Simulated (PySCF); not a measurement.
A GIAO shielding run with PySCF 2.14.0 with density-fitted response routines (density fitting, non-relativistic, gas phase) on SMILES CC#CCCN[Si@](C)(N)O, C$_{6}$H$_{14}$N$_{2}$OSi:

```
$ OMP_NUM_THREADS=1 python probes_run.py task.json out

{"job": {"kind": "nmr", "xc": "PBE0", "basis": "pcSseg-1"}, "charge": 0, "multiplicity": 1}
C      4.768575    -0.785397    -1.087629
C      3.474651    -0.230913    -0.748617
C      2.404081     0.234445    -0.476766
C      1.103503     0.762220    -0.117329
C      0.416452    -0.126517     0.935089
N     -0.885286     0.353102     1.322152
Si    -2.345167    -0.099110     0.518155
C     -2.431001     0.236541    -1.356615
N     -3.560576     0.671769     1.486370
O     -2.539336    -1.715989     0.591596
H      5.245385    -1.190155    -0.194921
H      5.409959    -0.011911    -1.509882
H      4.652330    -1.585106    -1.819005
H      1.220102     1.774821     0.282977
H      0.470505     0.816789    -1.006521
H      0.295504    -1.132804     0.530818
H      1.060676    -0.188683     1.821022
H     -0.837956     1.270135     1.737359
H     -2.246968     1.282413    -1.587405
H     -1.700284    -0.356877    -1.897308
H     -3.408566    -0.018615    -1.754505
H     -3.530581     1.672888     1.579075
H     -4.510648     0.388407     1.312280
H     -2.537091    -2.137133     1.447169
```

Hardware: 1 thread of an Intel Xeon, shared host. The job also computes population analyses, field gradients.

Problem. How large is the calculation?

Solution. 86 electrons, 247 basis functions and 1292 auxiliary functions.

Problem. How long does it take, and how much memory does it need?

Solution. 2.5 min of wall time, with 14 SCF cycles and 5 response iterations; peak memory 1.1 GiB. Times on a shared host scatter by some tens of per cent.
